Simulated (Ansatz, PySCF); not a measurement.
TiCl4, SMILES [Cl][Ti]([Cl])([Cl])[Cl], multiplicity 1.

Geometry optimised at PBE0-D3(BJ)/def2-SVP. The spin state was assumed, not searched. The isomer is the one that the SMILES or the coordinates give; other isomers of the formula were not compared.

Vertical ionisation energy (IE) and electron affinity (EA) in eV. Rows of orbital energies are one-electron estimates. Where ΔSCF, EOM or ADC give a negative EA the extra electron is unbound and the value depends on the basis.

```json
[
 {"level": "−ε(HOMO), −ε(LUMO), HF/def2-TZVP (PySCF)", "IE": "12.86", "EA": "-0.34"},
 {"level": "−ε(HOMO), −ε(LUMO), PBE/def2-TZVP (PySCF)", "IE": "8.25", "EA": "4.50"},
 {"level": "ΔSCF, PBE0/def2-SVPD (Ansatz), final states of multiplicity 2 and 2", "IE": "…", "EA": "…"},
 {"level": "ΔSCF, PBE/def2-SVPD (Ansatz), final states of multiplicity 2 and 2", "IE": "11.03", "EA": "1.87"}
]
```

Task: Complete the blanks. (An estimate is asked for; the answer gives what the named calculation found.)

Result: 
- ΔSCF, PBE0/def2-SVPD (Ansatz, an electronic-structure program), final states of multiplicity 2 and 2, IE: 11.62
- ΔSCF, PBE0/def2-SVPD (Ansatz), final states of multiplicity 2 and 2, EA: 2.61

Task: What vertical singlet–triplet gap does ΔSCF give with PBE0/def2-SVPD (Ansatz) and with PBE/def2-SVPD (Ansatz)? (An estimate is asked for; the answer gives what the named calculation found.)

Result: 3.70 and 3.82 eV (triplet above singlet where positive).
